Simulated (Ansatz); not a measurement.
`[CH3][InH][Br]` + HBr → `[Br][InH][Br]` + CH₄ at 298.15 K and 1 bar (ligand exchange at the In–C bond).

Calculated with Ansatz (gas phase, PBE0-D4/def2-TZVP geometries, no zero-point term in ΔE). CCSD(T)/CBS adds triple-zeta CCSD(T) − MP2 to the extrapolated MP2 energy (def2 sets, frozen cores). This one scheme is used for every species. def2 core potentials past Kr. For Br, In outer-core shells are correlated without core-valence functions, which leaves a few kJ/mol of doubt a bond. Scalar relativity is left out up to krypton.

| species | CCSD(T)/CBS energy (Eh) | H − E (kJ/mol) | S (J/(mol·K)) |
| --- | --- | --- | --- |
| `[CH3][InH][Br]` | -2803.63750 | 129.0 | 347.0 |
| HBr | -2573.91920 | 24.6 | 198.6 |
| `[Br][InH][Br]` | -5337.15310 | 35.8 | 336.1 |
| CH₄ | -40.46206 | 127.4 | 186.2 |

H − E and S are ideal-gas, rigid-rotor, harmonic terms from PBE0-D4/def2-TZVP. 1 Eh = 2625.50 kJ/mol, R = 8.31446 J/(mol·K).

Task: By hand: ΔE, ΔH, ΔS and ΔG.

Result: ΔE = (-5337.15310) + (-40.46206) − (-2803.63750) − (-2573.91920) = -0.05846 Eh = -153.5 kJ/mol. Δ(H − E) = 35.8 + 127.4 − 129.0 − 24.6 = 9.6, so ΔH = -143.9 kJ/mol. ΔS = 336.1 + 186.2 − 347.0 − 198.6 = -23.3 J/(mol·K). ΔG = -143.9 − 298.15 × (-23.3)/1000 = -137.0 kJ/mol.

Task: By hand: the equilibrium constant, and the temperature at which ΔG would vanish if ΔH and ΔS stayed fixed.

Result: log₁₀ K = −ΔG/(RT ln 10) = 24.0. ΔG = 0 at ΔH/ΔS = 6176 K, far beyond where these terms or the molecules hold.

ΔH outweighs TΔS. A doubt of 5 kJ/mol in ΔE shifts log₁₀ K by 0.9 here. Modes under 60 cm⁻¹, often nearly free rotors, make the harmonic entropy too high. These are equilibria of isolated gas molecules and say nothing of rates. Largest T1 diagnostic: 0.011 (customary marks: 0.02 for closed shells, 0.045 for open ones).
